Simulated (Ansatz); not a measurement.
The cluster CaSi2 was relaxed with PBE-D4 (def2-TZVP) in Ansatz in these states: neutral quintet, neutral singlet, neutral triplet. The geometries follow in no particular order.

A:

Cartesian coordinates in Å:
```
Ca -0.579 -0.457 -1.492
Si -0.212 1.187 0.647
Si 0.791 -0.730 0.846
```

B:

```
atom   x (Å)   y (Å)   z (Å)
 Ca1   1.189   1.053  -1.031
 Si2  -1.201  -0.764  -0.427
 Si3   0.012  -0.289   1.457
```

C:

```xyz
3

Ca    0.045   -0.069    1.684
Si   -0.720   -0.838   -0.859
Si    0.675    0.907   -0.825
```

Problem. Judge from the bond lengths which geometry belongs to which state (an estimate).

Solution. A is the neutral singlet (Ca1–Si2 2.723 Å, Ca1–Si3 2.723 Å, Si2–Si3 2.172 Å); B is the neutral quintet (Ca1–Si2 3.062 Å, Ca1–Si3 3.062 Å, Si2–Si3 2.290 Å); C is the neutral triplet (Ca1–Si2 2.765 Å, Ca1–Si3 2.765 Å, Si2–Si3 2.234 Å).

At PBE0-D4/def2-TZVP a singlet lies 2.08 eV below the neutral quintet. At PBE0-D4/def2-TZVP a singlet lies 1.01 eV below the neutral triplet. These are the stationary points nearest to one start from a short search; other shapes may lie lower in each state.
